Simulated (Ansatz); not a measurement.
Mulliken charges of `BC(C)Cl` from r2SCAN/def2-TZVPP in Ansatz (PBE0-D4/def2-TZVP geometry).

```json
{"atom": "B1", "x (Å)": "-0.674", "y (Å)": "1.213", "z (Å)": "-0.398", "charge (e)": "-0.125"}
{"atom": "C2", "x (Å)": "0.104", "y (Å)": "-0.134", "z (Å)": "-0.485", "charge (e)": "0.087"}
{"atom": "C3", "x (Å)": "0.763", "y (Å)": "-0.779", "z (Å)": "0.692", "charge (e)": "-0.131"}
{"atom": "Cl4", "x (Å)": "-1.680", "y (Å)": "-0.648", "z (Å)": "-0.637", "charge (e)": "-0.100"}
{"atom": "H5", "x (Å)": "-0.869", "y (Å)": "1.852", "z (Å)": "-1.387", "charge (e)": "0.005"}
{"atom": "H6", "x (Å)": "-0.962", "y (Å)": "1.632", "z (Å)": "0.684", "charge (e)": "0.000"}
{"atom": "H7", "x (Å)": "0.545", "y (Å)": "-0.406", "z (Å)": "-1.442", "charge (e)": "0.092"}
{"atom": "H8", "x (Å)": "0.850", "y (Å)": "-1.863", "z (Å)": "0.585", "charge (e)": "0.058"}
{"atom": "H9", "x (Å)": "0.232", "y (Å)": "-0.550", "z (Å)": "1.617", "charge (e)": "0.060"}
{"atom": "H10", "x (Å)": "1.775", "y (Å)": "-0.368", "z (Å)": "0.774", "charge (e)": "0.054"}
```

**Question.** By hand: the dipole of these point charges (1 e Å = 4.8032 D).

**Answer.** Σ q r = (0.366, -0.185, 0.014) e Å, of length 0.410 e Å = 1.97 D.

**Question.** How does the dipole of the full density compare? (Best estimate.)

**Answer.** Computed: (0.340, -0.246, 0.042) e Å, 2.03 D; the point charges give 0.97 times that, at 10° from its direction.

Point charges leave out the atoms' own dipoles, such as those of lone pairs, and Mulliken's split depends on the basis, so the close match here is no proof of good charges.
